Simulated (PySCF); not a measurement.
Species: C₅H₈F₃NO.
Cartesian coordinates in Å at the PBE0-D3(BJ)/def2-SVP level; atoms count from 1:
```xyz
18
C5H8F3NO angstrom
C      2.4628    0.1075    1.1210
N      1.0955    0.1741    0.6781
C      0.5998   -0.6644   -0.2655
O      1.2600   -1.5079   -0.8371
C     -0.8663   -0.4388   -0.6477
C     -1.0239    0.7847   -1.5463
C     -1.8070   -0.3836    0.5359
F     -1.6429    0.7422    1.2634
F     -3.0800   -0.3983    0.1375
F     -1.6269   -1.4124    1.3633
H      2.9536   -0.6973    0.5590
H      2.9971    1.0517    0.9280
H      2.5276   -0.1194    2.1971
H      0.4655    0.8276    1.1244
H     -1.1473   -1.3446   -1.2035
H     -0.3510    0.6956   -2.4098
H     -0.7766    1.7114   -1.0088
H     -2.0554    0.8657   -1.9173
```

Computed with PySCF at PBE0/pcSseg-1, non-relativistic, on one gas-phase PBE0-D3(BJ)/def2-SVP geometry that isn't relaxed in the solvent. The solvent is an IEF-PCM continuum (Bondi radii, 1.10 Å for H, scaled by 1.2). The model holds no explicit solvent molecules, cavitation or dispersion.

Gas phase at PBE0/pcSseg-1: HOMO -7.62 eV, LUMO 0.48 eV, dipole 2.84 D.

Task: What does the continuum do to the energy, the frontier levels and the dipole at PBE0/pcSseg-1 in cyclohexane and tetrahydrofuran?

Result: 
| solvent | ε | E(solvent) − E(gas) (kJ/mol) | polarisation term (kJ/mol) | distortion of the solute (kJ/mol) | HOMO (eV) | LUMO (eV) | dipole (D) |
| --- | --- | --- | --- | --- | --- | --- | --- |
| cyclohexane | 2.017 | -12.17 | -12.95 | 0.78 | -7.57 | 0.51 | 3.17 |
| tetrahydrofuran | 7.426 | -25.24 | -28.82 | 3.58 | -7.55 | 0.50 | 3.58 |

The first energy column is the sum of the next two and covers electrostatics alone. From cyclohexane to tetrahydrofuran the lowering changes by a factor 2.07, Onsager's factor (ε − 1)/(2ε + 1) by 2.01 and ε itself by 3.7.

Task: Which radius a makes the point-dipole formula ΔE = −[(ε − 1)/(2ε + 1)]·μ²/a³ give the value in tetrahydrofuran, with the gas-phase dipole?

Result: μ = 1.117 au and |ΔE| = 0.00961 Eh give a = 1.98 Å; the farthest nucleus lies 3.35 Å from the centroid of the nuclei, so such a sphere wouldn't even hold the nuclei. The formula assumes a rigid point dipole at the centre of a sphere.

Task: Give the dipole vector in the frame of the coordinates (D, pointing from negative to positive charge), gas and tetrahydrofuran.

Result: Gas (0.26, 2.78, 0.54), solvent (0.17, 3.49, 0.80). Its length changes by +26 % and its direction by 3°.

Task: Which ESP-fitted charges (PBE0/pcSseg-1) respond most in cyclohexane (means over atoms taken as equivalent)?

Result: 
```
      atoms              environment  gas (e)  solvent (e)  change
         O4             amide oxygen   -0.525       -0.556  -0.031
        H14       amide N–H hydrogen   +0.288       +0.300  +0.012
         C3    amide carbonyl carbon   +0.527       +0.538  +0.011
         N2           amide nitrogen   -0.341       -0.345  -0.004
  F8/F9/F10  fluorine of a CF3 group   -0.187       -0.190  -0.003
H16/H17/H18          methyl hydrogen   +0.124       +0.126  +0.002
```

Task: How do the nuclear quadrupole coupling constants eQVzz/h respond in cyclohexane?

Result: 
```json
{"nucleus": "14N at N2", "Q (barn)": "0.02044", "gas (MHz)": "-4.60", "solvent (MHz)": "-4.47", "η gas": "0.11", "η solvent": "0.13"}
{"nucleus": "17O at O4", "Q (barn)": "-0.0256", "gas (MHz)": "9.69", "solvent (MHz)": "9.54", "η gas": "0.03", "η solvent": "0.07"}
```
